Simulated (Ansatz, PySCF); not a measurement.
C4H5F, SMILES [C@@H](F)(C#C)C.

Geometry: PBE0-D3(BJ)/def2-SVP. The structure was generated by enumeration; whether it is a known compound was not checked.

Vertical ionisation energy (IE) and electron affinity (EA) in eV. Rows of orbital energies are one-electron estimates. Where ΔSCF, EOM or ADC give a negative EA the extra electron is unbound and the value depends on the basis.

```json
[
 {"level": "−ε(HOMO), −ε(LUMO), M06-2X/def2-TZVP (PySCF)", "IE": "9.36", "EA": "-1.24"},
 {"level": "−ε(HOMO), −ε(LUMO), PBE/def2-TZVP (PySCF)", "IE": "6.82", "EA": "0.78"},
 {"level": "ΔSCF, CAM-B3LYP/def2-SVPD (Ansatz), final states of multiplicity 2 and 2", "IE": "10.64", "EA": "-1.79"},
 {"level": "ΔSCF, PBE/def2-SVPD (Ansatz), final states of multiplicity 2 and 2", "IE": "10.26", "EA": "-1.50"}
]
```

What vertical singlet–triplet gap does ΔSCF give with CAM-B3LYP/def2-SVPD (Ansatz, a program for electronic structure) and with PBE/def2-SVPD (Ansatz)? (The exact figures need the calculation; the answer reports its results.)

5.44 and 5.40 eV (triplet above singlet where positive).
